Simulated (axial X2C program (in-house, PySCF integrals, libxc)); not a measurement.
# Bond lengths and stretching modes, held linear, of FSnF

Computed with an in-house all-electron X2C program for linear molecules (integrals from PySCF): two-component X2C with atomic mean-field Coulomb and Gaunt terms, Gaussian nuclei, basis F dyall-av3z, Sn dyall-v3z with contracted cores. Spin-free rows use the one-electron spin-free X2C Hamiltonian.

Masses F 18.998, Sn 119.902, F 18.998 u. States: 2c Ω = 0 (all partner blocks equally filled); spin-free M_S = 0, Λ = 0 (closed shell).

HF, 2c: energies above the lowest point

```
r(F–Sn) (Å)  r(Sn–F) (Å)  E (meV)
     1.9900       1.9900    22.46
     1.9900       2.0410     7.57
     1.9900       2.0920    27.92
     2.0410       1.9900     7.57
     2.0410       2.0410     0.00
     2.0410       2.0920    27.47
     2.0410       2.1431    81.93
     2.0920       1.9900    27.92
     2.0920       2.0410    27.47
     2.0920       2.0920    61.85
     2.1431       2.0410    81.93
     2.1431       2.1431   190.72
```

**Question.** Fit a quadratic surface with cubic terms in each bond: where is the minimum, and what are the two stretching wavenumbers?

**Answer.** At HF, 2c: bonds 2.028 and 2.028 Å; harmonic stretches 467.2 and 491.6 cm⁻¹; force constants 2.28, 2.28 and coupling 0.42 mdyn/Å.

The other levels and Hamiltonians give:

```json
{"Hamiltonian": "2c", "level": "PBE0", "r(F–Sn) (Å)": "2.039", "r(Sn–F) (Å)": "2.039", "lower stretch (cm⁻¹)": "478.7", "upper stretch (cm⁻¹)": "485.6"}
{"Hamiltonian": "2c", "level": "LDA", "r(F–Sn) (Å)": "2.027", "r(Sn–F) (Å)": "2.027", "lower stretch (cm⁻¹)": "488.4", "upper stretch (cm⁻¹)": "488.7"}
{"Hamiltonian": "2c", "level": "MP2", "r(F–Sn) (Å)": "2.035", "r(Sn–F) (Å)": "2.035", "lower stretch (cm⁻¹)": "487.1", "upper stretch (cm⁻¹)": "489.1"}
{"Hamiltonian": "spin-free", "level": "PBE0", "r(F–Sn) (Å)": "2.038", "r(Sn–F) (Å)": "2.038", "lower stretch (cm⁻¹)": "479.0", "upper stretch (cm⁻¹)": "485.7"}
{"Hamiltonian": "spin-free", "level": "HF", "r(F–Sn) (Å)": "2.027", "r(Sn–F) (Å)": "2.027", "lower stretch (cm⁻¹)": "467.5", "upper stretch (cm⁻¹)": "491.5"}
{"Hamiltonian": "spin-free", "level": "LDA", "r(F–Sn) (Å)": "2.027", "r(Sn–F) (Å)": "2.027", "lower stretch (cm⁻¹)": "488.6", "upper stretch (cm⁻¹)": "489.1"}
{"Hamiltonian": "spin-free", "level": "MP2", "r(F–Sn) (Å)": "2.035", "r(Sn–F) (Å)": "2.035", "lower stretch (cm⁻¹)": "487.3", "upper stretch (cm⁻¹)": "489.2"}
```

Each state is one determinant, the lowest of a limited PBE0 search; the stretches come from a fit to these few points and carry an uncertainty of a few per cent. Other orders of the atoms were not compared. MP2 freezes inner shells (threshold -2 hartree). The molecule was held linear; bending was not examined, so a bent shape may lie lower.
